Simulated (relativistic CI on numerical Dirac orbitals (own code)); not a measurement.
## Slater and spin-orbit integrals, Ir41+

These numbers are calculated, not measured: Dirac-Coulomb-Breit CI, separate exchange-only KLI orbitals for each configuration, QED by a radiative potential, unscaled Slater integrals (own radial code, finite nucleus).

Slater integrals F^k, G^k are unscaled and averaged over j, outside the closed core [Ar] 3d10; ζ comes from projecting the Hamiltonian with its Breit term on Σ l·s of the shell.

- 4s2 4p5 4d: ζ(4p) = 614050, F^2(4p,4d) = 256280, G^1(4p,4d) = 316350, G^3(4p,4d) = 203230, ζ(4d) = 77452 cm⁻¹; <r>(4p) = 0.3916, <r^2>(4p) = 0.1737, <r>(4d) = 0.3903, <r^2>(4d) = 0.1742 (bohr units).
- 4s 4p6 4d: G^2(4s,4d) = 252090, ζ(4d) = 77828 cm⁻¹; <r>(4s) = 0.3809, <r^2>(4s) = 0.1632, <r>(4d) = 0.3904, <r^2>(4d) = 0.1742 (bohr units).
- 4s2 4p5 4f: ζ(4p) = 612380, F^2(4p,4f) = 261000, G^2(4p,4f) = 200940, G^4(4p,4f) = 149370, ζ(4f) = 14036 cm⁻¹; <r>(4p) = 0.3919, <r^2>(4p) = 0.1739, <r>(4f) = 0.3619, <r^2>(4f) = 0.1478 (bohr units).

Averages of the first 10 configurations, taken without configuration mixing, which lowers the lowest level and can move excited configurations by several eV; other configurations of the list can lie among them:

```json
{"Configuration": "4s2 4p6", "Parity": "even", "States": "1", "Average energy above the lowest level (eV)": "0.3"}
{"Configuration": "4s2 4p5 4d", "Parity": "odd", "States": "60", "Average energy above the lowest level (eV)": "221.8"}
{"Configuration": "4s 4p6 4d", "Parity": "even", "States": "20", "Average energy above the lowest level (eV)": "419.7"}
{"Configuration": "4s2 4p5 4f", "Parity": "even", "States": "84", "Average energy above the lowest level (eV)": "436.6"}
{"Configuration": "4s 4p6 4f", "Parity": "odd", "States": "28", "Average energy above the lowest level (eV)": "634.8"}
{"Configuration": "4p6 4d 4f", "Parity": "odd", "States": "140", "Average energy above the lowest level (eV)": "1056.7"}
{"Configuration": "4s2 4p5 5s", "Parity": "odd", "States": "12", "Average energy above the lowest level (eV)": "796.5"}
{"Configuration": "4p6 4d2", "Parity": "even", "States": "45", "Average energy above the lowest level (eV)": "843.9"}
{"Configuration": "4p5 4d3", "Parity": "odd", "States": "720", "Average energy above the lowest level (eV)": "1062.0"}
{"Configuration": "4p5 4d2 4f", "Parity": "even", "States": "3780", "Average energy above the lowest level (eV)": "1272.2"}
```
